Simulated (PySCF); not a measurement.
Sn(H)(OH)(NH2)2 (H6N2OSn), SMILES [NH2][SnH]([OH])[NH2]. Atoms are numbered in the order given.

```xyz
10

Sn     0.0551     0.0935    -0.2227
N     -0.8654    -1.7027    -0.4375
N      1.5464    -0.3359     1.0893
O     -1.0263     1.5091     0.6635
H      0.3901     0.7609    -1.7605
H     -1.6662    -1.6825    -1.0656
H     -1.1729    -2.1071     0.4450
H      2.0538    -1.1828     0.8388
H      2.2267     0.4118     1.2075
H     -1.1426     1.3221     1.6022
```

Coordinates come from a PBE0-D3(BJ)/def2-SVP optimisation. The structure was generated by enumeration; whether it is a known compound was not checked. The def2 effective core potentials stand for the cores of Sn; spin–orbit coupling is left out. Other conformers were not sampled.

Method: TDA-PBE0/def2-SVPD (PySCF).

Vertical excitations. 

```json
[
 {"state": "S1", "energy (eV)": "5.81", "λ (nm)": "213", "f": "0.053", "main pairs": "HOMO→LUMO 92 %"},
 {"state": "S2", "energy (eV)": "6.01", "λ (nm)": "206", "f": "0.095", "main pairs": "HOMO−1→LUMO 91 %"},
 {"state": "S3", "energy (eV)": "6.58", "λ (nm)": "188", "f": "0.049", "main pairs": "HOMO−2→LUMO 42 %, HOMO→LUMO+1 36 %, HOMO→LUMO+2 9 %"},
 {"state": "S4", "energy (eV)": "6.73", "λ (nm)": "184", "f": "0.030", "main pairs": "HOMO−2→LUMO 36 %, HOMO→LUMO+1 31 %, HOMO−1→LUMO+1 16 %, HOMO→LUMO+2 9 %"},
 {"state": "S5", "energy (eV)": "6.85", "λ (nm)": "181", "f": "0.021", "main pairs": "HOMO→LUMO+2 47 %, HOMO→LUMO+1 20 %, HOMO−1→LUMO+1 19 %"},
 {"state": "S6", "energy (eV)": "6.98", "λ (nm)": "178", "f": "0.012", "main pairs": "HOMO−1→LUMO+1 33 %, HOMO→LUMO+3 25 %, HOMO→LUMO+2 16 %, HOMO−1→LUMO+2 16 %"},
 {"state": "S7", "energy (eV)": "7.06", "λ (nm)": "175", "f": "0.012", "main pairs": "HOMO→LUMO+3 53 %, HOMO−1→LUMO+2 20 %, HOMO−1→LUMO+3 12 %"},
 {"state": "S8", "energy (eV)": "7.16", "λ (nm)": "173", "f": "0.023", "main pairs": "HOMO−1→LUMO+2 50 %, HOMO−1→LUMO+1 14 %, HOMO→LUMO+2 13 %, HOMO→LUMO+3 8 %"},
 {"state": "S9", "energy (eV)": "7.36", "λ (nm)": "168", "f": "0.068", "main pairs": "HOMO−1→LUMO+3 76 %"},
 {"state": "S10", "energy (eV)": "7.65", "λ (nm)": "162", "f": "0.025", "main pairs": "HOMO−2→LUMO+1 59 %, HOMO−3→LUMO 34 %"},
 {"state": "T1", "energy (eV)": "5.18", "λ (nm)": "239", "f": "0", "main pairs": "HOMO→LUMO 82 %"},
 {"state": "T2", "energy (eV)": "5.32", "λ (nm)": "233", "f": "0", "main pairs": "HOMO−1→LUMO 76 %, HOMO→LUMO+1 15 %"},
 {"state": "T3", "energy (eV)": "6.09", "λ (nm)": "204", "f": "0", "main pairs": "HOMO−2→LUMO 76 %"},
 {"state": "T4", "energy (eV)": "6.35", "λ (nm)": "195", "f": "0", "main pairs": "HOMO→LUMO+1 50 %, HOMO−1→LUMO+1 18 %, HOMO−1→LUMO 15 %"}
]
```
Triplets are in the Tamm–Dancoff approximation.
